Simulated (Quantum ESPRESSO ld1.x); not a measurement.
Task: The mean radii <r> (bohr) of the occupied orbitals of an atom or ion are listed with their occupations. Calculated with ld1.x of Quantum ESPRESSO 7.5: scalar-relativistic Kohn-Sham, LDA (Slater exchange, Perdew-Wang correlation), spin-polarised, spherical densities, point nucleus.

orbital  occ.      <r>
1s up       1  0.02002
1s down     1  0.02002
2s up       1  0.08493
2s down     1  0.08492
2p up       3  0.07544
2p down     3  0.07543
3s up       1   0.2212
3s down     1   0.2212
3p up       3   0.2205
3p down     3   0.2204
3d up       5   0.1999
3d down     5   0.1999
4s up       1   0.4981
4s down     1   0.4981
4p up       3   0.5287
4p down     3   0.5288
4d up       5   0.5719
4d down     5   0.5720
5s up       1    1.229
5s down     1    1.230
5p up       3    1.472
5p down     3    1.471
4f up       7   0.8043
6s up       1    3.605
4f down     6   0.8078
7s up       1    9.411

Name the element and its charge. Open shells, if any, are filled with parallel spins first.

Result: Z = 69, thulium, charge 0: Tm in [Xe] 4f13 6s1 7s1. The 1s radius gives Z: for a bare nucleus <r> = (2 gamma + 1)/(2Z) with gamma = sqrt(1 - (Z/c)^2), 0.01977 bohr for Z = 69, and screening makes it slightly larger (0.02002 here). The occupations add up to 69, and the charge is Z minus that.
